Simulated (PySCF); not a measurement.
W(O)2(NH2)2 (H₄N₂O₂W), SMILES [NH2][W]([NH2])(=[O])=[O], multiplicity 1.

Geometry optimised at r2SCAN-D4/def2-SVP. The spin state was assumed, not searched. The structure was generated by enumeration; whether it is a known compound was not checked. The def2 effective core potentials stand for the cores of W; spin–orbit coupling is left out. The values are those of a single conformer.

Level of theory: HF/def2-TZVP in PySCF.

Isolated molecule, no solvent.

```yaml
total_energy: -327.58224 hartree
point_group: C2v
highest_occupied_level: -11.28 eV
lowest_empty_level: 2.14 eV
orbital_gap: 13.42 eV
dipole_moment: 5.15 D
quadrupole, principal values (traceless, Buckingham form, about the centre of nuclear charge): -7.96, -4.79, 12.75 D·Å
mean_static_polarisability: 53.7 bohr³ (7.95 Å³)
polarisability_principal_values: 50.0, 53.7, 57.3 bohr³
```
